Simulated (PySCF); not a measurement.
**NaGa⁺ at UHF-SCS-MP2**

Level: UHF-SCS-MP2. basis Na aug-pcseg-1, Ga aug-pcseg-1; no relativity; PySCF 2.14.

```
state                          : ²Σ⁺ (doublet), unpaired electrons σ ↑
bond length                    : 3.501 Å
harmonic wavenumber            : 105 cm⁻¹
force constant                 : 0.111 mdyn/Å
rotational constant Be         : 0.07979 cm⁻¹
anharmonicity ωexe             : 0.294 cm⁻¹
vibration–rotation constant αe : 0.000463 cm⁻¹
well depth De to Na⁺ + Ga      : 18.5 kcal/mol
dissociation energy D0         : 18.4 kcal/mol
```

Correlated steps freeze 10 core orbitals. Correlated levels converge slowly with the basis: in double zeta they bind strong bonds too weakly, by up to about 1 eV, and carry superposition errors of some tenths. Spin–orbit coupling is left out. For an ion De counts to the pair picked by the measured ionisation energies or electron affinities, which need not be the lowest pair at this level. The state is the lowest determinant that a PBE0 search found; another state may lie lower at other levels.
